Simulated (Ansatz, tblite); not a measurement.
Potential energy curve for Al2(mu-OMe)2(OH)4, C2H10Al2O6, singlet. The C4–H20 bond (C4 also carries H, H, O; H20 carries nothing else) is varied alone, starting from the PBE0/def2-SVP optimised geometry.

- UKS-B3LYP = unrestricted B3LYP/def2-SVP run with Ansatz (a quantum-chemistry and plane-wave program)
- GFN2-xTB, 300 K electronic temperature (tblite)
- RKS-PBE0 = restricted PBE0/def2-SVP in Ansatz

Energies are in eV, each relative to the lowest point of its own curve near equilibrium.

```tsv
R / Å	UKS-B3LYP	GFN2-xTB	RKS-PBE0
0.90	1.010	?	1.019
0.96	0.437	?	0.440
1.04	0.069	?	0.069
1.06	0.030	?	0.030
1.10	0.000	0.000	0.000
1.12	0.006	0.011	0.006
1.19	0.110	0.121	0.114
1.26	0.310	0.310	0.320
1.33	0.570	0.547	0.588
1.44	1.046	0.965	1.078
1.60	1.785	1.623	1.842
1.81	2.714	2.459	2.808
2.02	3.533	3.197	3.665
2.33	4.273	4.069	4.701
2.71	4.625	4.799	?
3.23	4.768	5.330	?
```

**Question.** What belongs in the gaps?

**Answer.** 
- 0.90, GFN2-xTB: 0.881
- 0.96, GFN2-xTB: 0.356
- 1.04, GFN2-xTB: 0.044
- 1.06, GFN2-xTB: 0.015
- 2.71, RKS-PBE0: 5.640
- 3.23, RKS-PBE0: 6.474

The unrestricted determinant behind UKS-B3LYP is spin-contaminated at 2.02 to 3.23 Å (<S²> up to 1.0, against 0.00 for a pure singlet). The restricted form behind RKS-PBE0 keeps the bonding electrons paired and can't separate into open-shell fragments.
